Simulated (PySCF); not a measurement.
## input.py for LiSe⁻

The script input.py:

```python
from pyscf import gto, scf

mol = gto.M(
    atom='Li 0 0 0; Se 0 0 2.325',
    basis='sbkjc',
    ecp={'Li': 'sbkjc', 'Se': 'sbkjc'},
    charge=-1,
    spin=0,
    verbose=3,
)
mf = scf.RHF(mol)
mf = mf.density_fit(auxbasis='def2-universal-jkfit')
mf.kernel()
mf.mulliken_pop()
mf.dip_moment()
print('orbital energies (hartree):', mf.mo_energy[..., max(0, mol.nelec[1]-3):mol.nelec[0]+3].round(4))
```

```bash
$ OMP_NUM_THREADS=1 python input.py
```

It prints:

```
converged SCF energy = -9.39113950963416
 ** Mulliken pop  **
pop of  0 Li 2s           0.53734
pop of  0 Li 3s          -0.03443
pop of  0 Li 2px          0.15681
pop of  0 Li 2py          0.15681
pop of  0 Li 2pz          0.20210
pop of  0 Li 3px          0.07614
pop of  0 Li 3py          0.07614
pop of  0 Li 3pz          0.03705
pop of  1 Se 4s           1.71472
pop of  1 Se 5s           0.11539
pop of  1 Se 4px          1.14197
pop of  1 Se 4py          1.14197
pop of  1 Se 4pz          1.16077
pop of  1 Se 5px          0.62508
pop of  1 Se 5py          0.62508
pop of  1 Se 5pz          0.26707
 ** Mulliken atomic charges  **
charge of    0Li =     -0.20794
charge of    1Se =     -0.79206

WARN: System has nonzero charge -1; the dipole moment is origin-dependent.
Location of origin: [0. 0. 0.]

Dipole moment(X, Y, Z, Debye):  0.00000, -0.00000, -14.99850
orbital energies (hartree): [-0.0822 -0.0537 -0.0537  0.1126  0.1577  0.1577]
```

In short: E(SCF) = -9.391140 Eh.

Hardware: Arm Neoverse V2, 1 thread, shared host. Wall time 0.62 s, peak memory 0.11 GiB.

At this level a UHF run with spin=2 ends 0.40 eV lower; the true order of the states can differ. The basis has no diffuse functions, which an anion needs. Stability towards an unrestricted solution was not tested. The bond length is a typed value, not an optimised one. The dipole of an ion depends on the origin.
